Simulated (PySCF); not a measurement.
Geometries of 2 isomers of C5H3F3, from PySCF 2.14.0, PBE0-D3(BJ)/def2-SVP geometry optimisation, gas phase. One conformer each, no zero-point energy, no frequencies.

**Question.** Which isomer lies lower at this level?
A.
```xyz
11
angstrom
C      3.069    0.202    0.173
C      1.893    0.142    0.463
C      0.513    0.068    0.806
F      0.271    0.155    2.116
C     -0.492   -0.071   -0.067
C     -1.921   -0.141    0.338
F     -2.473   -1.290   -0.120
F     -2.607    0.881   -0.226
H      4.111    0.257   -0.085
H     -0.267   -0.134   -1.133
H     -2.059   -0.096    1.430
```
B.
```xyz
11
angstrom
C      2.437    0.516    0.555
C      1.287    0.800    0.293
C     -0.046    1.179   -0.014
C     -1.068    0.343   -0.249
C     -0.958   -1.154   -0.221
F     -0.590   -1.606    0.981
F     -0.068   -1.609   -1.104
F     -2.138   -1.708   -0.515
H      3.453    0.251    0.786
H     -0.243    2.256   -0.059
H     -2.061    0.734   -0.479
```

**Answer.** B. That is `C#C/C=C\C(F)(F)F`, 13.3 kcal/mol below the other.

```json
{"SMILES": "C#C/C=C\\C(F)(F)F", "atoms numbered as above": "[CH:1]#[C:2]/[CH:3]=[CH:4]\\[C:5]([F:6])([F:7])[F:8]", "E (Eh)": "-490.90448", "relative (kcal/mol)": "0.0", "relative (kJ/mol)": "0.0", "dipole (D)": "2.15"}
{"SMILES": "C#C/C(F)=C/C(F)F", "atoms numbered as above": "[CH:1]#[C:2]/[C:3]([F:4])=[CH:5]/[CH:6]([F:7])[F:8]", "E (Eh)": "-490.88336", "relative (kcal/mol)": "13.3", "relative (kJ/mol)": "55.5", "dipole (D)": "2.52"}
```
